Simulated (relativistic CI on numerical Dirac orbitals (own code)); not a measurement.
## Co³⁺ (3d6) in a crystal field

Calculated by Dirac-Coulomb-Breit CI, orbitals from a KLI potential per configuration, QED by a radiative potential, valence Slater integrals scaled by 0.75, one configuration in a parametric crystal field (own radial code).

Field parameters in Wybourne normalisation: D4h B²₀ = −7Ds, B⁴₀ = 21(Dq − Dt), B⁴₄ = 21√(5/14) Dq. The field is a parameter set, without covalency.

S is read from ⟨S²⟩ = S(S + 1).

Levels (cm⁻¹, degeneracy): 0 (1), 1 (1), 32 (2), 42 (1), 6535 (2), 6593 (1), 6632 (1), 6736 (2), 6843 (1), 6941 (1), 7089 (2), 8502 (1).

**Question.** Which field gives this pattern?
A. D4h, 10Dq = 18000, Ds = -1090, Dt = 700 cm⁻¹
B. D4h, 10Dq = 18000, Ds = 950, Dt = 700 cm⁻¹
C. D4h, 10Dq = 18000, Ds = 1770, Dt = 700 cm⁻¹
D. D4h, 10Dq = 18000, Ds = -270, Dt = 700 cm⁻¹

**Answer.** A. D4h, 10Dq = 18000, Ds = -1090, Dt = 700 cm⁻¹, ground level with S = 2.00.
